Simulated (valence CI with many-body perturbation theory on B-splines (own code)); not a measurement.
Results of a calculation; reference values are marked as such.
Pr XI: input, log and results

Level of theory: valence CI with perturbative core correlation (CI+MBPT): three valence electrons over a frozen Dirac-Fock core [Kr] 4d10, radial functions for each j: 7 s, 7 p, 7 d, 7 f, 4 g, 2 h, with the one-electron correlation potential Σ1 (screened to all orders), the two-electron term Σ2, the three-electron term Σ3, Breit, model QED; selected single and double excitations, second order for the rest, scaled by the run's own slope (own B-spline code, finite nucleus).

Command, and the settings that its task file holds:

```sh
python run_cv.py task.json out
```

```
atom Pr  Z=59  mass_number=141  rms_radius_fm=4.8919
core [Kr] 4d10
valence 5s2 5p1
avg = 1
basis = M
beyond = 1
breit = 1
cap = 32000
capref = 2200
cscale = 1
de = 0.0
dress = 0
eps = 2e-08
extrap = 1
h = 0.27
hh = 1
l2 = 3
lcore = 6
maxit = 60
n2 = 5
natural = 1
nlev = 190
nno = [4, 4, 4, 5, 3, 2]
nroot = 40
nsp = [3, 3, 3, 2, 1, 0]
pt2 = 1
qed = 1
rpa = 1
s1 = 1
s2 = 1
s3 = 1
screen = 1
tol = 2e-05
whole = 1
```

It took 80 s on 1 thread of Intel(R) Xeon(R) Processor @ 2.30GHz, on a shared host.

Log. The first blocks belong to the next ion, which gives the ionisation energy. Fields: 2J, parity (1 odd), roots, reference size, generating configurations, candidates as configurations/state functions, variational space P, stored matrix elements, Davidson steps; e2 is the range of second-order energies in hartree. The first line gives the box (bohr), its intervals, the orbitals and the steps of their self-consistent field. Window is the range of levels sought, series limit the energy at which the first omitted orbital would enter, core excitation an estimate of the first excitation out of the core, left out the lowest levels not solved, and shifts from estimates the range by which levels moved from their first estimate, all in cm⁻¹.

```
rmax 12.3 intervals 62 orbitals 61 references ['5s2 5p', '4f 5s2', '4f 5s 5p', '5s 5p2', '4f2 5s'] scf 6 t 1.4
2J=0 par=0 roots 2 ref 17 generators 6 cand 205/205 P 217/217 nnz 0 it 0
2J=0 par=0 roots 2 ref 17 generators 10 cand 5/5 P 220/220 nnz 0 it 0
   second order: generators 18 cand 2/2 e2 -0.00000 -0.00000
reference levels 1451, estimated 273, window 409884 1/cm; series limit 854005, core excitation 937435
2J=1 par=1 roots 13 ref 92 generators 22 cand 3719/5911 P 3187/4931 nnz 3.1e+06 it 8
2J=1 par=1 roots 13 ref 92 generators 41 cand 5870/9309 P 4091/6401 nnz 4.5e+06 it 7
   second order: generators 108 cand 8744/13783 e2 -0.00003 -0.00001
2J=5 par=1 roots 29 ref 187 generators 28 cand 5250/14708 P 2287/6400 nnz 6.6e+06 it 9
2J=5 par=1 roots 29 ref 187 generators 64 cand 9445/26481 P 5013/13659 nnz 2.1e+07 it 9
   second order: generators 161 cand 12064/33986 e2 -0.00004 -0.00001
2J=7 par=1 roots 27 ref 179 generators 27 cand 5299/15717 P 2113/6399 nnz 6.9e+06 it 11
2J=7 par=1 roots 27 ref 179 generators 58 cand 9430/28649 P 4566/13317 nnz 2.1e+07 it 8
   second order: generators 156 cand 11014/33677 e2 -0.00003 -0.00001
2J=3 par=1 roots 25 ref 162 generators 28 cand 4569/10272 P 2784/6400 nnz 6.1e+06 it 9
2J=3 par=1 roots 25 ref 162 generators 63 cand 8185/19281 P 4792/11107 nnz 1.4e+07 it 9
   second order: generators 141 cand 10590/24815 e2 -0.00004 -0.00001
2J=5 par=0 roots 14 ref 109 generators 19 cand 6489/18689 P 2610/6397 nnz 5.6e+06 it 7
2J=5 par=0 roots 14 ref 109 generators 49 cand 8997/25816 P 4391/11660 nnz 1.7e+07 it 7
   second order: generators 106 cand 11920/34269 e2 -0.00003 -0.00000
2J=7 par=0 roots 11 ref 96 generators 13 cand 5155/16057 P 2435/6397 nnz 6.2e+06 it 7
2J=7 par=0 roots 11 ref 96 generators 30 cand 8217/27260 P 3907/11041 nnz 1.6e+07 it 10
   second order: generators 88 cand 10847/34429 e2 -0.00004 -0.00001
2J=3 par=0 roots 12 ref 94 generators 21 cand 5896/14364 P 2916/6400 nnz 5.5e+06 it 10
2J=3 par=0 roots 12 ref 94 generators 48 cand 8326/19552 P 4238/9696 nnz 1.1e+07 it 10
   second order: generators 123 cand 11705/27757 e2 -0.00003 -0.00000
2J=1 par=0 roots 8 ref 57 generators 22 cand 4528/7200 P 2853/4347 nnz 2.3e+06 it 5
2J=1 par=0 roots 8 ref 57 generators 48 cand 5969/9406 P 3778/5806 nnz 3.7e+06 it 7
   second order: generators 108 cand 9096/14400 e2 -0.00002 -0.00000
2J=9 par=0 roots 9 ref 73 generators 17 cand 4568/13841 P 2476/6400 nnz 6.3e+06 it 7
...
2J=13 par=1 roots 9 ref 54 generators 25 cand 5451/14826 P 2585/6341 nnz 6.2e+06 it 7
   second order: generators 72 cand 7844/21026 e2 -0.00002 -0.00001
2J=15 par=1 roots 5 ref 27 generators 5 cand 310/646 P 1206/2768 nnz 1.9e+06 it 4
2J=15 par=1 roots 5 ref 27 generators 16 cand 3954/9598 P 1565/3453 nnz 2.3e+06 it 6
   second order: generators 40 cand 5537/13503 e2 -0.00002 -0.00000
2J=17 par=1 roots 1 ref 8 generators 1 cand 333/568 P 496/1121 nnz 0 it 0
2J=17 par=1 roots 1 ref 8 generators 4 cand 916/1754 P 613/1363 nnz 0 it 4
   second order: generators 10 cand 2031/4474 e2 -0.00001 -0.00001
left out: unestimated 591004, estimated 439379, shifts from estimates -22 to 54
operators 4.5
```

The Davidson iterations converged.

No measured levels were compared; by estimate levels hold to about 250 cm⁻¹ or 0.2 % of their energy and the worst to 1 %, as in measured heavy ions of charge 2 to 7; those with d or f electrons hold less well.

```
Valence energy                            : -21.2869 hartree
Ionisation energy                         : 163.04 eV (NIST: 162 ± 2.4 eV (theoretical))
Reference configurations for the orbitals : 5s2 5p, 4f 5s2, 4f 5s 5p, 5s 5p2, 4f2 5s
Radial orbitals                           : 61
Box radius                                : 12.27 bohr
Largest variational space                 : 13659
Lowest levels                             : 5s²5p ²P°_1/2 0.0, 4f5s² ²F°_5/2 4147, 4f5s² ²F°_7/2 7500, 5s²5p ²P°_3/2 39125, 4f5s5p ⁴G_5/2 142610, 4f5s5p ⁴F_7/2 146480, 4f5s5p ⁴F_3/2 148990, 5s5p² ⁴P_1/2 150570, 4f5s5p ²F_7/2 [a] 151230, 4f5s5p ⁴F_5/2 [a] 151400, 4f5s5p ⁴F_9/2 [a] 153430, 4f5s5p ²F_5/2 [a] 159060, 4f5s5p ²G_7/2 [a] 162520, 4f²5s ⁴H_7/2 170550 cm⁻¹
```

Names give the largest LS component (configuration and term), which can be under half, so a name can repeat, a term be missing and a line seem to break the LS rules; names also repeat where a configuration has a term twice. Letters in brackets count levels of one name in rising energy.
